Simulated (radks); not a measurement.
The numbers below are computed, except where a source is named.
Question: Fe1.5+, configuration [Ar] 3d5.5 4s1 (fractional occupations, a model configuration). Level of theory: scalar-relativistic Kohn-Sham, r2SCAN, spin-unpolarised, spherical densities, finite nucleus; meta-GGA in the generalised Kohn-Sham scheme; Fermi nuclear charge, rms radius 3.7377 fm (a radial shooting solver on a logarithmic mesh with Libxc functionals). Some entries of the table are withheld. Estimate them.

| orbital | occ. | eigenvalue (eV) | <r> (bohr) | <r^2> (bohr^2) |
|---|---|---|---|---|
| 1s | 2 | -7040.407 | 0.05847 | 0.004599 |
| 2s | 2 | -846.0903 | 0.2664 | (1) |
| 2p | 6 | -721.9396 | (2) | (3) |
| 3s | 2 | -114.0325 | 0.8078 | 0.7523 |
| 3p | 6 | -78.6039 | 0.8528 | 0.8558 |
| 3d | 5.5 | -23.5777 | 1.054 | 1.438 |
| 4s | 1 | -17.0110 | 2.559 | 7.436 |

Answer: 
(1) 2s <r^2> (bohr^2): 0.08380
(2) 2p <r> (bohr): 0.2354
(3) 2p <r^2> (bohr^2): 0.06808
